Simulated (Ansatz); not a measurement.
Ge(NCS)H3 (CH₃GeNS). The state is a singlet with charge 0. Geometry relaxed at PBE-D4/def2-SVP.

Cartesian coordinates in Å:
```
Ge 0.8091 -0.8294 -0.0993
N -0.4537 0.4908 0.0451
C -1.3020 1.3406 0.1576
S -2.4170 2.4633 0.3025
H 1.0484 -1.3860 1.3232
H 2.0824 -0.1736 -0.6811
H 0.2328 -1.9056 -1.0480
```

Q: Estimate the harmonic wavenumbers at RKS PBE-D4/def2-SVP (Ansatz, unscaled). Is this a minimum?

A: 21, 21, 369, 455, 455, 616, 618, 827, 839, 839, 1004, 2097, 2113, 2114, 2150 cm⁻¹. Yes, no mode is imaginary beyond noise. Zero-point energy 87.0 kJ/mol. Hardware: 4 threads of Intel Xeon on a shared host. Wall time 1.9 min.
